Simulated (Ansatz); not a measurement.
`CC[Si]OC` + H₂ → `CC[SiH]` + CH₃OH at 700 K and 1 bar (hydrogenolysis of the Si–O bond).

Computed with Ansatz on PBE0-D4/def2-TZVP structures; ΔE is electronic, products minus reactants. CCSD(T)/CBS is the MP2 limit (def2-TZVPP, def2-QZVPP) plus CCSD(T) − MP2 in def2-TZVPP, frozen cores. This one scheme is used for every species. Each species was taken in one conformer, which may not be the lowest.

```
   species  CCSD(T)/CBS energy (Eh)  H − E (kJ/mol)  S (J/(mol·K))
`CC[Si]OC`               -483.21274           365.8          481.9
        H₂                 -1.17544            46.8          155.3
 `CC[SiH]`               -368.72354           243.9          377.7
     CH₃OH               -115.61712           170.8          288.5
```

H − E and S are ideal-gas, rigid-rotor, harmonic terms from PBE0-D4/def2-TZVP, for one conformer and one mirror image of each species. The MP2-based limit puts H₂ 0.8 mEh under its directly extrapolated value; such offsets cancel only in part. 1 Eh = 2625.50 kJ/mol, R = 8.31446 J/(mol·K).

Q: By hand: ΔE, ΔH, ΔS and ΔG.

A: ΔE = (-368.72354) + (-115.61712) − (-483.21274) − (-1.17544) = 0.04752 Eh = 124.8 kJ/mol. Δ(H − E) = 243.9 + 170.8 − 365.8 − 46.8 = 2.1, so ΔH = 126.9 kJ/mol. ΔS = 377.7 + 288.5 − 481.9 − 155.3 = 29.0 J/(mol·K). ΔG = 126.9 − 700 × (29.0)/1000 = 106.6 kJ/mol.

Q: By hand: the equilibrium constant, and the temperature at which ΔG would vanish if ΔH and ΔS stayed fixed.

A: log₁₀ K = −ΔG/(RT ln 10) = -8.0. ΔG = 0 at ΔH/ΔS = 4376 K, far beyond where these terms or the molecules hold.

ΔH outweighs TΔS. A doubt of 5 kJ/mol in ΔE shifts log₁₀ K by 0.4 here. Other conformers and mirror images would add mixing entropy, several J/(mol·K) or more a flexible species. These are equilibria of isolated gas molecules and say nothing of rates. Largest T1 diagnostic: 0.013 (customary marks: 0.02 for closed shells, 0.045 for open ones).
